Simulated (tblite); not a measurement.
Species: C₄H₇F₃S₂Si.
Z-matrix (Å and degrees, GFN2-xTB geometry), rows numbered from 1:
```
C 
Si  1  1.8895
S   2  2.1573  1  113.70
C   3  1.8205  2   96.09  1  -106.32
C   4  1.5175  3  110.88  2   -40.47
C   5  1.5210  4  110.01  3  -179.26
F   6  1.3364  5  112.92  4   -58.97
F   6  1.3468  5  110.73  4    60.04
F   6  1.3343  5  112.93  4   179.02
S   5  1.8286  4  111.22  3    60.74
H   1  1.0855  2  110.61  3   173.57
H   1  1.0886  2  111.73  3    53.48
H   1  1.0854  2  110.50  3   -66.78
H   2  1.4561  1  116.75  3   125.50
H   4  1.0911  3  108.70  2    81.20
H   4  1.0905  3  106.60  2  -161.03
H   5  1.0944  4  111.28  3   -60.42
```

Method: GFN2-xTB as coded in tblite; computed harmonic values from a numerical Hessian at the method's own geometry, unscaled. The method is semi-empirical: single wavenumbers can be off by several per cent or more. Modes of hydrogen on silicon can be 10 to 20 % off. One conformer, not necessarily the lowest.

Harmonic wavenumbers (cm⁻¹): 32.5, 54.4, 98.3, 104.6, 128.4, 148.0, 175.8, 212.0, 256.0, 303.5, 332.5, 408.4, 460.8, 483.9, 500.7, 520.8, 593.6, 605.3, 628.7, 711.6, 755.3, 773.8, 819.2, 827.7, 853.5, 908.6, 1037.6, 1057.3, 1080.0, 1109.9, 1180.4, 1207.5, 1216.4, 1280.0, 1358.7, 1438.4, 1445.3, 1454.6, 2309.9, 2942.9, 2982.9, 2997.0, 3014.0, 3049.4, 3052.0.

A = 1588, B = 543.2, C = 461.2 MHz; mass 203.971 u (most abundant isotopes); point group C1, symmetry number 1.

**Question.** What is the zero-point energy?

**Answer.** ½Σν̃ = 23456 cm⁻¹ = 67.06 kcal/mol.

**Question.** Entropy at 500 K, 1 bar (ideal gas, RRHO, classical rotation)?

**Answer.** Translation 44.44, rotation 32.61, vibration 61.71: S = 138.8 cal/(mol K).

**Question.** And Cp and H(500 K) − H(0)?

**Answer.** Cp = 60.95 cal/(mol K), of which vibrations give 53.00 (their classical limit is 45 R = 89.4); H(500 K) − H(0) = 19.04 kcal/mol without the zero-point energy, 15.07 from vibrations.

**Question.** What must be added to the electronic energy to get the Gibbs energy at 500 K and 1 bar?

**Answer.** ZPE + [H(500 K) − H(0)] − T·S = 67.06 + 19.04 − 69.38 = 16.72 kcal/mol.

**Question.** How do the functions run with temperature in this model?

**Answer.** 
```tsv
T (K)	S (cal/(mol K))	Cp (cal/(mol K))	H − H(0) (kcal/mol)	G − H(0) (kcal/mol)	ln q(vib)
100	76.5	22.4	1.50	-6.15	2.61
200	95.7	34.2	4.34	-14.80	6.14
300	111.7	45.0	8.32	-25.19	9.53
800	170.6	74.2	39.53	-96.96	24.34
1000	187.8	79.5	54.93	-132.84	29.30
```

q(vib) and H(0) count from the zero-point level.

**Question.** Blend soft modes into free rotors: weight 1/[1 + (100 cm⁻¹/ν̃)⁴] for the oscillator and the rest for a rotor with moment μB/(μ + B), μ = h/(8π²ν), B = 10⁻⁴⁴ kg m². What vibrational entropy results?

**Answer.** 56.47 cal/(mol K) in place of 61.71, which changes −T·S at 500 K by +2.62 kcal/mol.

**Question.** Which modes carry the vibrational entropy at 500 K?

**Answer.** 32.5 cm⁻¹: 6.70; 54.4 cm⁻¹: 5.67; 98.3 cm⁻¹: 4.50; 104.6 cm⁻¹: 4.38; 128.4 cm⁻¹: 3.98; 148.0 cm⁻¹: 3.70 cal/(mol K); the other 39 give 32.78 together.

Hindered rotation and anharmonicity are outside this model. Other conformers, if any are populated, would add a mixing term that is left out. The structure is chiral; the term R ln 2 for an equal mix with its mirror image is left out.

The run took 0.61 s wall on one thread, AMD EPYC 9R45 (x86_64), shared host. This covers the Hessian and the dipole derivatives.
